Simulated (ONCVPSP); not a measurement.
## u(r) = r·R(r): atom against pseudo-atom (Cd)

Columns: radius, all-electron u(r) and pseudo u(r) of the 4p shell (level -71.15 eV) of cadmium in the configuration [Ar] 3d10 4s2 4p6 4d10 5s1.5; PBEsol, scalar-relativistic, ONCV scheme, ONCVPSP 4.0.1.

| r (bohr) | all-electron | pseudo |
| --- | --- | --- |
| 0.093 | 0.3344 | 0.0171 |
| 0.185 | -0.3899 | 0.0743 |
| 0.278 | -0.6293 | 0.1864 |
| 0.370 | -0.3210 | 0.3557 |
| 0.463 | 0.1787 | 0.5714 |
| 0.555 | 0.6253 | 0.7942 |
| 0.648 | 0.9406 | 0.9868 |
| 0.740 | 1.1114 | 1.1127 |
| 0.833 | 1.1680 | 1.1618 |
| 0.925 | 1.1441 | 1.1409 |
| 1.018 | 1.0698 | 1.0692 |
| 1.110 | 0.9702 | 0.9702 |
| 1.203 | 0.8593 | 0.8593 |
| 1.295 | 0.7496 | 0.7497 |
| 1.388 | 0.6450 | 0.6450 |
| 1.480 | 0.5506 | 0.5506 |
| 1.573 | 0.4657 | 0.4657 |
| 1.665 | 0.3923 | 0.3923 |
| 1.758 | 0.3283 | 0.3283 |
| 1.850 | 0.2743 | 0.2743 |
| 1.943 | 0.2279 | 0.2279 |
| 2.035 | 0.1893 | 0.1893 |
| 2.128 | 0.1566 | 0.1566 |
| 2.220 | 0.1295 | 0.1295 |
| 2.313 | 0.1068 | 0.1068 |
| 2.405 | 0.0881 | 0.0881 |

Q: How many radial nodes do the two functions have?

A: The all-electron 4p function has n − l − 1 = 2; the pseudo-wave has 0, since the states of the same l below it are removed with the core.

Q: At about which radius was the pseudo-wave matched?

A: 1.15 bohr, where the columns begin to agree (steps of 0.09 bohr).

Q: Is the pseudo-wave norm-conserving?

A: Yes: the ONCV scheme keeps the norm inside the radius equal to the all-electron one, which fixes the energy derivative of the logarithmic derivative at the level.
